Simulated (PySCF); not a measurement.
**Excitation energy of Pd²⁺ by level of theory**

Pd²⁺ [Kr] 4d8 (3F) → Pd²⁺ [Kr] 4d7 5s1 (5F), as a difference of total energies. Calculation: PySCF 2.14, in aug-cc-pwCVDZ-PP with ECP28MDF (6s6p5d3f, 70 functions); scalar relativity through the core potential. Correlated levels: valence: 4s2 4p6 frozen. The calculations carry no spin-orbit coupling.

```csv
method,excitation energy (cm⁻¹)
UHF,48416
MP2 (valence),53623
SCS-MP2 (valence),56178
CCSD (valence),52795
CCSD(T) (valence),52964
```
